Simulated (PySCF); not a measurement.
B(AsH2)(H)2 (AsBH4), SMILES B[AsH2]. Geometry optimised at r2SCAN-D4/def2-TZVP.

These are r2SCAN-D4/def2-TZVP in PySCF 2.14.0 values and carry that method's errors.

Harmonic wavenumbers (cm⁻¹): 398, 418, 505, 644, 822, 915, 1010, 1165, 2240, 2260, 2589, 2691. Rotational constants (GHz): 77.45, 10.13, 9.549; symmetry number 1.

Q: Work out the zero-point energy and the ideal-gas rigid-rotor harmonic-oscillator thermochemistry at 298.15 K and 1 atm.

A: ZPE = ½ Σ hcν = ½ × 15660 cm⁻¹ = 93.66 kJ/mol. H − E(el) = 106.57 kJ/mol. Entropy in J/(mol K): translation 164.83, rotation 89.07, vibration 14.03, total 267.94. G − E(el) = 26.69 kJ/mol. Cp = 61.64 J/(mol K).
